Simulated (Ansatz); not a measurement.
Cost and result up the ladder for AlSi6 (7 atoms). Total charge 0; doublet. Geometry: B3LYP-D4/def2-SVP.

```tsv
atom	x (Å)	y (Å)	z (Å)
Al1	-0.064	1.028	0.648
Si2	-1.185	-2.160	-1.416
Si3	0.838	-1.370	-0.670
Si4	-1.163	0.164	-1.508
Si5	1.311	-1.016	1.528
Si6	1.637	1.054	2.387
Si7	-1.375	2.300	-0.969
```

Ansatz on 4 threads of Intel Xeon on a shared host. Times are rough, and most runs start from the orbitals of an earlier one. PBE0-D4/def2-TZVP serves as the yardstick here, not as an exact answer. Differences are given only for rows in sets of like size (and for xTB, whose basis is part of the method), since another set adds its own error. Binding counts from free atoms at the same level (Al doublet, Si triplet; other spins of the atoms weren't run), without zero-point energy or a counterpoise term.

Another isomer (doublet) lies 1.58 eV lower at PBE0-D4/def2-TZVP; other spin states weren't run for this one.

Run but left out: HF/STO-3G, MP2/def2-TZVP, CCSD(T)/def2-SVP (⟨S²⟩ 1.76 to 2.50, where a pure state has 0.75).

| level | functions | wall time | binding energy per atom (eV) | difference from PBE0-D4/def2-TZVP (eV) | remarks |
| --- | --- | --- | --- | --- | --- |
| PBE-D4/def2-SVP | 126 | 5.5 s | 3.18 | – | – |
| PBE0-D4/def2-SVP | 126 | 10 s | 3.01 | – | – |
| revPBE-D4/def2-TZVP | 259 | 23 s | 3.12 | 0.07 | – |
| PBE-D4/def2-TZVP (with forces) | 259 | 26 s | 3.21 | 0.15 | – |
| r2SCAN-D4/def2-TZVP | 259 | 61 s | 3.11 | 0.05 | – |
| PBE0-D4/def2-TZVP | 259 | 68 s | 3.06 | 0.00 | – |
| ωB97X-V/def2-TZVP | 259 | 1.7 min | 2.86 | -0.20 | spin-contaminated (⟨S²⟩ 0.84) |
